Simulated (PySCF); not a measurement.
bromine (Br2), singlet, geometry from GFN2-xTB. Base run: DF-B3LYP/cc-pVDZ (PySCF).

PySCF was given this input:
```python
from pyscf import gto, scf, dft

mol = gto.Mole()
mol.atom = '''
    Br   -0.00000000   -0.00000000   -1.14062493
    Br    0.00000000    0.00000000    1.14062493
'''
mol.basis = 'cc-pvdz'
mol.verbose = 3
mol.build()

mf = dft.RKS(mol)
mf.xc = 'b3lyp'
mf = mf.density_fit(auxbasis='def2-universal-jkfit')
mf.kernel()
mf.analyze()
```

Each row names what was changed in the base input (with any setting that the change needs).

```json
[
 {"change": "base", "basis functions": "54", "E (Eh)": "-5148.29903", "HOMO (eV)": "-7.70", "HOMO-LUMO gap (eV)": "4.02"},
 {"change": "basis = STO-3G", "basis functions": "36", "E (Eh)": "-5091.97464", "HOMO (eV)": "-4.82", "HOMO-LUMO gap (eV)": "4.98"},
 {"change": "basis = 3-21G", "basis functions": "44", "E (Eh)": "-5123.56210", "HOMO (eV)": "-7.43", "HOMO-LUMO gap (eV)": "3.99"},
 {"change": "basis = pc-1", "basis functions": "54", "E (Eh)": "-5148.18817", "HOMO (eV)": "-7.77", "HOMO-LUMO gap (eV)": "4.00"},
 {"change": "basis = 6-31G", "basis functions": "54", "E (Eh)": "-5147.58363", "HOMO (eV)": "-7.91", "HOMO-LUMO gap (eV)": "3.89"},
 {"change": "basis = 6-31G*", "basis functions": "64", "E (Eh)": "-5147.73658", "HOMO (eV)": "-7.81", "HOMO-LUMO gap (eV)": "3.98"},
 {"change": "basis = aug-cc-pVDZ", "basis functions": "72", "E (Eh)": "-5148.30458", "HOMO (eV)": "-7.89", "HOMO-LUMO gap (eV)": "3.95"},
 {"change": "basis = def2-SVPD", "basis functions": "82", "E (Eh)": "-5147.73497", "HOMO (eV)": "-7.92", "HOMO-LUMO gap (eV)": "3.94"},
 {"change": "basis = cc-pVTZ", "basis functions": "86", "E (Eh)": "-5148.45274", "HOMO (eV)": "-7.84", "HOMO-LUMO gap (eV)": "4.08"},
 {"change": "basis = def2-TZVP", "basis functions": "96", "E (Eh)": "-5148.35909", "HOMO (eV)": "-7.83", "HOMO-LUMO gap (eV)": "4.08"},
 {"change": "basis = def2-TZVPP", "basis functions": "96", "E (Eh)": "-5148.35909", "HOMO (eV)": "-7.83", "HOMO-LUMO gap (eV)": "4.08"},
 {"change": "basis = aug-cc-pVTZ", "basis functions": "118", "E (Eh)": "-5148.45361", "HOMO (eV)": "-7.87", "HOMO-LUMO gap (eV)": "4.06"},
 {"change": "basis = def2-QZVPP", "basis functions": "178", "E (Eh)": "-5148.46823", "HOMO (eV)": "-7.86", "HOMO-LUMO gap (eV)": "4.09"}
]
```

Totals compare only among sets that treat the same electrons; sets with core potentials leave the core out.
